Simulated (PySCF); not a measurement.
H$_{3}$BO$_{3}$, triplet, at a GFN2-xTB geometry (a higher spin typed on purpose: for a closed-shell molecule this is an excited state). Base run: PBE0/3-21G (PySCF).

Geometry (Å):
```xyz
7

O     -1.0235    -0.7673     0.2726
B      0.0984    -0.1169    -0.5461
O     -0.3642     1.2436    -0.1663
O      1.3164    -0.4181     0.1596
H     -1.8448    -0.2847     0.1550
H      0.0509     1.4983     0.6665
H      1.8724    -1.0953    -0.2180
```
Charge 0, spin multiplicity 3.
Orbitals are unrestricted.
All else is at PySCF's defaults.

Each row names what was changed in the base input (with any setting that the change needs).

```csv
change,basis functions,E (Eh),HOMO (eV),dipole (D)
base,42,-250.59147,-4.35,1.41
basis = ANO-RCC-VDZP; relativity = none,71,-252.07297,-5.14,1.39
basis = ANO-RCC-VDZP; relativity = spin-free X2C; nucleus = Gaussian (with nucmod='G'),71,-252.25626,-5.13,1.39
basis = jorge-DZP-DKH; relativity = spin-free X2C,75,-252.20247,-4.91,1.53
basis = x2c-TZVPall; relativity = none,142,-252.08874,-5.08,1.46
basis = jorge-DZP-DKH; relativity = none,75,-252.03010,-4.91,1.53
basis = x2c-TZVPall; relativity = spin-free X2C; nucleus = Gaussian (with nucmod='G'),142,-252.26237,-5.08,1.46
basis = jorge-DZP-DKH; relativity = spin-free X2C; nucleus = Gaussian (with nucmod='G'),75,-252.20243,-4.91,1.53
basis = ANO-RCC-VDZP; relativity = spin-free X2C,71,-252.25630,-5.13,1.39
basis = x2c-TZVPall; relativity = spin-free X2C,142,-252.26241,-5.08,1.46
```

Total energies compare only within one method and basis.

Open shells are given as the SCF converged; they aren't shown to be the lowest states, and a large step between rows can be another state.

Basis sets contracted for a relativistic Hamiltonian are a mismatch without it, so the rows without relativity aren't non-relativistic limits. No row has spin-orbit coupling; sets with core potentials leave out the core electrons.
